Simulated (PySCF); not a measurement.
ClMg (SMILES [Mg+][Cl]), charge +1, singlet, geometry from GFN2-xTB (such geometries of metal compounds can be far from the true shape).

PySCF was given this input:
```python
from pyscf import gto, scf, dft

mol = gto.Mole()
mol.atom = '''
    Mg   -0.000000   -0.000000   -1.210803
    Cl    0.000000    0.000000    0.854684
'''
mol.basis = '6-31g'
mol.charge = 1
mol.spin = 0
mol.verbose = 4
mol.build()

mf = dft.RKS(mol)
mf.xc = 'pbe0'
mf.kernel()
mf.analyze()
```

**Question.** Predict the total energy from PBE0/6-31G run with PySCF.

**Answer.** -659.7138 Eh

**Question.** What is the computed number of basis functions (PBE0/6-31G)?

**Answer.** 26
